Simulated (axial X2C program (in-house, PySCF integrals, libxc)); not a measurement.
**Spin–orbit effects along a row: molecules with Sb, PBE0**

Calculated with an in-house all-electron X2C program for linear molecules (integrals from PySCF), spin-free (one-electron X2C) or two-component (2c: spin–orbit coupling with atomic mean-field Coulomb and Gaunt terms, which also bring small scalar terms), in Dyall basis sets with cores contracted in-house; open shells are unrestricted.

Basis sets: As dyall-cv3z, Br dyall-cv3z, Cr dyall-cv3z, K dyall-v3z, Mn dyall-cv3z, Ni dyall-cv3z, Sb dyall-cv3z, Sb dyall-v3z.

```tsv
molecule	spin-free state	Re (Å)	ωe (cm⁻¹)	De (eV)	2c state	Re 2c (Å)	ωe 2c (cm⁻¹)	De 2c (eV)
KSb	M_S = 1, Λ = 0	3.315	147.2	1.23	Ω = 1	3.308	146.3	1.21
CrSb	M_S = 7/2, Λ = 0	2.731	203.7	1.04	Ω = 7/2	2.730	203.6	0.99
MnSb	M_S = 2, Λ = 1	2.488	251.0	0.96	Ω = 1	2.498	244.3	1.08
NiSb	M_S = 3/2, Λ = 2	2.388	252.6	1.83	Ω = 7/2	2.390	251.6	n/a
SbAs	M_S = 0, Λ = 0	2.277	374.9	3.10	Ω = 0	2.280	372.3	3.06
SbBr	M_S = 1, Λ = 0	2.487	261.5	2.82	Ω = 1	2.490	259.5	2.67
```

Work out the shifts from the spin-free to the two-component result.



| molecule | 2c state | ΔRe (Å) | Δωe (cm⁻¹) | ΔDe (eV) |
| --- | --- | --- | --- | --- |
| KSb | Ω = 1 | -0.007 | -0.9 | -0.02 |
| CrSb | Ω = 7/2 | -0.001 | -0.1 | -0.05 |
| MnSb | Ω = 1 | 0.010 | -6.7 | 0.12 |
| NiSb | Ω = 7/2 | 0.002 | -1.0 | n/a |
| SbAs | Ω = 0 | 0.003 | -2.6 | -0.04 |
| SbBr | Ω = 1 | 0.003 | -2.0 | -0.15 |

Shifts of one unit in the last digit are rounding.

Each entry is the lowest single determinant of a limited PBE0 search at one distance. De goes to single-determinant-based atoms at the same level (for ions the charge split of lowest energy) and is withheld (n/a) where an atom does not fit its ground term or J level. Main or longest-lived isotopes. One determinant is a doubtful description, or other states lie close, for KSb, CrSb, MnSb, NiSb, SbBr; these need not be ground states, and all values refer to the states named. Some open-shell Ω = 0 determinants are out of reach, so the Ω given for KSb, MnSb, SbBr need not be the lowest component. With several unpaired electrons the Ω given is that of one determinant, not necessarily of the lowest component. The functionals have no current term, which raises determinants with orbital currents. Where the atoms have a lower orbital projection than the molecule, De at mean-field level may be about a tenth of an eV too small.
